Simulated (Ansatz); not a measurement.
Consider the cleavage of the Si–Si bond: `[SiH3]N[SiH2][SiH2]Cl` + `[OH][SnH3]` → `Cl[SiH2][O][SnH3]` + `[SiH3]N[SiH3]`.

Program: Ansatz. Geometries: PBE0-D4/def2-TZVP. ΔE: electronic, gas phase. CCSD(T)/CBS adds triple-zeta CCSD(T) − MP2 to the extrapolated MP2 energy (def2 sets, frozen cores). This one scheme is used for every species. DFT in def2-TZVPP. Elements past krypton have def2 core potentials. For Sn outer-core shells are correlated without core-valence functions, which leaves a few kJ/mol of doubt a bond. One conformer a species, not always the lowest.

```json
{"level": "PBE0-D4", "ΔE (kcal/mol)": "-27.8"}
{"level": "ωB97X-V", "ΔE (kcal/mol)": "-31.8"}
{"level": "PBE0", "ΔE (kcal/mol)": "-28.7"}
{"level": "MP2/def2-TZVPP", "ΔE (kcal/mol)": "-34.7"}
{"level": "CCSD(T)/def2-TZVPP", "ΔE (kcal/mol)": "-33.0"}
{"level": "HF/def2-QZVPP", "ΔE (kcal/mol)": "-40.5"}
{"level": "MP2/CBS(def2)", "ΔE (kcal/mol)": "-34.4"}
{"level": "CCSD/CBS(def2)", "ΔE (kcal/mol)": "-33.7"}
```

Question: What does CCSD(T)/CBS give? (Estimate.)

Answer: Computed: -32.8 kcal/mol. The listed levels differ from it by 5.0, 1.0, 4.1, -1.9, -0.2, -7.7, -1.6, -0.9 kcal/mol.

Largest T1 diagnostic among the species: 0.014.

The D4 term adds +1.4 kcal/mol with B3LYP and +0.9 kcal/mol with PBE0; it sums over pairs of atoms, weighted by their polarisabilities, and B3LYP, whose exchange is more repulsive, gets the larger term. From PBE to PBE0 (25 % exact exchange), in def2-TZVPP and without D4, ΔE moves by −2.3 kcal/mol.

B3LYP here is the variant with VWN-RPA as its local correlation; programs differ in this.
